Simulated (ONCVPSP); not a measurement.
# An all-electron radial function and its pseudo partner (fluorine (F))

Columns: radius, all-electron u(r) and pseudo u(r) of the 2s shell (level -30.14 eV) of fluorine in the configuration [He] 2s1.5 2p5.5; PBE, scalar-relativistic, ONCV scheme, ONCVPSP 4.0.1.

```tsv
r (bohr)	all-electron	pseudo
0.075	-0.4425	0.0807
0.150	-0.3500	0.1753
0.225	-0.0751	0.2907
0.300	0.2273	0.4252
0.375	0.4938	0.5711
0.450	0.7038	0.7172
0.525	0.8545	0.8487
0.600	0.9525	0.9489
0.675	1.0063	1.0061
0.750	1.0255	1.0254
0.825	1.0186	1.0185
0.900	0.9928	0.9927
0.975	0.9538	0.9537
1.050	0.9062	0.9061
1.125	0.8534	0.8533
1.200	0.7980	0.7980
1.275	0.7420	0.7419
1.350	0.6866	0.6866
1.425	0.6329	0.6328
1.500	0.5814	0.5814
1.575	0.5327	0.5327
1.650	0.4868	0.4868
1.725	0.4440	0.4440
1.800	0.4043	0.4043
1.875	0.3675	0.3675
1.950	0.3337	0.3337
```

Problem. How many radial nodes do the two functions have?

Solution. The all-electron 2s function has n − l − 1 = 1; the pseudo-wave has 0, since the states of the same l below it are removed with the core.

Problem. At about which radius was the pseudo-wave matched?

Solution. 0.70 bohr, where the columns begin to agree (steps of 0.07 bohr).

Problem. Is the pseudo-wave norm-conserving?

Solution. Yes: the ONCV scheme keeps the norm inside the radius equal to the all-electron one, which fixes the energy derivative of the logarithmic derivative at the level.
